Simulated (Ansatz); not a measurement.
This geometry of F₄GeH₂O (8 atoms, charge 0, multiplicity 1) is a first-order saddle point.

Computed with RKS PBE/def2-SVP (Ansatz 0.2.0).

```xyz
8
Properties=species:S:1:pos:R:3
Ge -0.306 0.075 -0.145
F -0.223 0.747 1.747
F 1.183 -0.758 0.152
F -0.249 1.698 -0.731
F -0.822 -0.796 -1.568
O -1.881 -0.384 0.839
H -2.130 -1.330 0.824
H -1.233 0.118 1.713
```

Q: Which two structures does it join? (They come from a converged band through this point; their orientation in space is the band's.)

A: Bonds broken: Ge1–F2, O6–H8. Bonds formed: F2–H8. F4GeH2O becomes F3GeHO + FH.

First end point:

```xyz
8
Properties=species:S:1:pos:R:3
Ge 0.011 0.058 0.012
F 0.267 -0.006 1.741
F 1.655 -0.052 -0.537
F -0.463 1.578 -0.662
F -0.642 -1.391 -0.719
O -2.105 0.059 0.787
H -2.424 -0.808 0.460
H -1.961 -0.068 1.748
```

Last end point:

```xyz
8
Properties=species:S:1:pos:R:3
Ge -0.389 -0.077 -0.247
F -0.215 0.841 2.015
F 1.164 -0.695 0.178
F -0.341 1.601 -0.644
F -0.777 -0.874 -1.745
O -1.738 -0.575 0.813
H -2.346 -1.186 0.355
H -1.021 0.336 2.106
```

Q: How far does it lie above each of them?

A: 65.1 kJ/mol above the first and 24.3 kJ/mol above the second. This is the barrier of this one path; another mechanism may lie lower. The orbitals stay closed-shell, which can raise the energy where a bond breaks towards radicals; this wasn't checked here.

Run time: 110 s on 2 threads of Intel(R) Xeon(R) 6975P-C (Granite Rapids), on a shared host, peak memory 0.17 GiB.
